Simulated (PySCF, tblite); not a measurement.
Isomers of C3H6NO3S (doublet state), one GFN2-xTB conformer each. Single-point energies are computed at B3LYP/pcH-1 (PySCF, gas phase, no added dispersion term), electronic only. GFN2-xTB treats the open shell by occupation alone, and not every SCF solution was tested for stability.

```tsv
SMILES	GFN2-xTB relative energy (kcal/mol)
CS(=O)(=O)[CH]C(N)=O	0.0
CS(=O)(=O)CC([NH])=O	10.9
[CH2]S(=O)(=O)CC(N)=O	7.8
```

Conformers: `[CH3:1][S:2](=[O:3])(=[O:4])[CH:5][C:6]([NH2:7])=[O:8]` (doublet state) with C1–S2–C5–C6 90°, S2–C5–C6–N7 -3°, C5–C6–N7–H 19° and 170°; `[CH3:1][S:2](=[O:3])(=[O:4])[CH2:5][C:6]([NH:7])=[O:8]` (doublet state) with C1–S2–C5–C6 31°, S2–C5–C6–N7 -109°, C5–C6–N7–H 180°; `[CH2:1][S:2](=[O:3])(=[O:4])[CH2:5][C:6]([NH2:7])=[O:8]` (doublet state) with H–C1–S2–O3 7° and 171°, C1–S2–C5–C6 -50°, S2–C5–C6–N7 -121°, C5–C6–N7–H 5° and 171°.

Task: What does B3LYP/pcH-1 give for the same structures?

Result: 
```tsv
SMILES	B3LYP/pcH-1 E (Eh)	B3LYP/pcH-1 (kcal/mol)	GFN2-xTB (kcal/mol)	point group
CS(=O)(=O)[CH]C(N)=O	-796.46133	0.0	0.0	C1
[CH2]S(=O)(=O)CC(N)=O	-796.43925	13.9	7.8	C1
CS(=O)(=O)CC([NH])=O	-796.42677	21.7	10.9	C1
```

Both levels put the same isomer lowest; measured from each level's own lowest isomer, the values differ by up to 10.8 kcal/mol (CS(=O)(=O)CC([NH])=O: 10.9 against 21.7). 

Task: What happens when harmonic zero-point energies from GFN2-xTB frequencies are added?

Result: 
```tsv
SMILES	ZPE (kcal/mol)	electronic (kcal/mol)	with ZPE (kcal/mol)
CS(=O)(=O)[CH]C(N)=O	59.3	0.0	0.0
[CH2]S(=O)(=O)CC(N)=O	59.3	13.9	13.9
CS(=O)(=O)CC([NH])=O	59.2	21.7	21.6
```

The zero-point energies span 0.1 kcal/mol. The order is unchanged.
